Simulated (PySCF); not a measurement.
GaCl, SMILES [Cl][Ga] (connectivity only; charge and spin as stated), neutral, multiplicity 1. Atoms are numbered in the order given.

```xyz
2

Ga     0.0000     0.0000    -0.7916
Cl     0.0000     0.0000     1.4434
```

Geometry optimised at PBE-D3(BJ)/def2-TZVP.

Level of theory: TDA-PBE/def2-TZVPD in PySCF.

Vertical excitations; the highest root listed may be one member of a degenerate set. Gas-phase values at a fixed geometry. State labels are in the subgroup C2v.

Computed excitation energies, oscillator strengths and character:
| state | symmetry | energy (eV) | λ (nm) | f | main pairs |
|---|---|---|---|---|---|
| S1 | B2 | 4.81 | 258 | 0.103 | HOMO→LUMO+1 (degenerate set) |
| S2 | B1 | 4.81 | 258 | 0.103 | HOMO→LUMO (degenerate set) |
| S3 | A2 | 5.02 | 247 | 0.000 | HOMO−1→LUMO 50 %, HOMO−2→LUMO+1 50 % |
| S4 | A2 | 5.09 | 244 | 0.000 | HOMO−2→LUMO+1, HOMO−1→LUMO (degenerate set) |
| S5 | A1 | 5.09 | 244 | 0.000 | HOMO−1→LUMO+1, HOMO−2→LUMO (degenerate set) |
| S6 | A1 | 5.79 | 214 | 0.004 | HOMO−2→LUMO 38 %, HOMO−1→LUMO+1 38 %, HOMO→LUMO+2 20 % |
| S7 | A1 | 6.82 | 182 | 0.022 | HOMO→LUMO+3 99 % |
| S8 | A1 | 7.18 | 173 | 1.006 | HOMO→LUMO+2 64 %, HOMO→LUMO+11 11 % |
| S9 | B2 | 7.21 | 172 | 0.022 | HOMO−1→LUMO+2 (degenerate set) |
| S10 | B1 | 7.21 | 172 | 0.022 | HOMO−2→LUMO+2 (degenerate set) |
| T1 | B2 | 3.51 | 353 | 0 | HOMO→LUMO+1 (degenerate set) |
| T2 | B1 | 3.51 | 353 | 0 | HOMO→LUMO (degenerate set) |
| T3 | A1 | 4.74 | 261 | 0 | HOMO−2→LUMO 50 %, HOMO−1→LUMO+1 50 % |
| T4 | A2 | 4.85 | 256 | 0 | HOMO−1→LUMO 50 %, HOMO−2→LUMO+1 50 % |
Triplets are in the Tamm–Dancoff approximation.
